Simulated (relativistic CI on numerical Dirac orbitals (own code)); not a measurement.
**Slater and spin-orbit integrals, Fe XII**

Calculated at this level of theory: Dirac-Coulomb-Breit CI, orbitals from a KLI potential per configuration, a model potential for QED, unscaled Slater integrals (own radial code, finite nucleus).

Slater integrals F^k, G^k are unscaled and averaged over j, outside the closed core [Ne]; ζ comes from projecting the Hamiltonian with its Breit term on Σ l·s of the shell.

- 3s2 3p3: F^2(3p,3p) = 140170, ζ(3p) = 11622 cm⁻¹; <r>(3p) = 0.7159, <r^2>(3p) = 0.5904 (bohr units).
- 3s 3p4: F^2(3p,3p) = 140000, G^1(3s,3p) = 182530, ζ(3p) = 11605 cm⁻¹; <r>(3s) = 0.7151, <r^2>(3s) = 0.5815, <r>(3p) = 0.7167, <r^2>(3p) = 0.5917 (bohr units).
- 3s2 3p2 3d: F^2(3p,3p) = 139960, ζ(3p) = 11617, F^2(3p,3d) = 138470, G^1(3p,3d) = 159670, G^3(3p,3d) = 103190, ζ(3d) = 886.71 cm⁻¹; <r>(3p) = 0.717, <r^2>(3p) = 0.5921, <r>(3d) = 0.6805, <r^2>(3d) = 0.5412 (bohr units).

Averages of the first 10 configurations, taken without configuration mixing, which lowers the lowest level and can move excited configurations by several eV; other configurations of the list can lie among them:

```
Configuration  Parity  States  Average energy above the lowest level (eV)
      3s2 3p3     odd      20                                        10.2
       3s 3p4    even      30                                        50.1
   3s2 3p2 3d    even     150                                        65.9
          3p5     odd       6                                        96.2
    3s 3p3 3d     odd     400                                       103.0
       3p4 3d    even     150                                       146.3
   3s 3p2 3d2    even    1350                                       157.8
   3s2 3p2 4s    even      30                                       162.1
 3s2 3p 3d 4p    even     360                                       232.0
   3s2 3p2 4p     odd      90                                       176.3
```
